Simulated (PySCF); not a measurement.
B(F)(Cl)(Me), SMILES ClB(C)F (CH3BClF), PBE0/def2-SVP optimised geometry.

```
7

B     -0.52    -0.17     0.00
F     -1.18    -1.31    -0.01
Cl    -1.49     1.31     0.00
C      1.04    -0.17     0.00
H      1.49     0.83     0.12
H      1.39    -0.60    -0.95
H      1.42    -0.83     0.79
```

Density from PBE0/def2-TZVP (PySCF) at that geometry.

Minimum of the electron density along straight lines between bonded atoms, close to the bond critical point (lines longer than 1.1 times the sum of covalent radii, or with two minima, are not listed):

```tsv
bond	length / Å	ρ at the minimum / e bohr⁻³	∇²ρ there / e bohr⁻⁵	position (fraction from the first atom)
B1–F2	1.321	0.206	1.28	0.34
B1–Cl3	1.762	0.149	-0.03	0.30
B1–C4	1.557	0.198	-0.38	0.33
C4–H5	1.097	0.272	-0.91	0.64
C4–H6	1.104	0.263	-0.85	0.64
C4–H7	1.102	0.265	-0.86	0.64
```
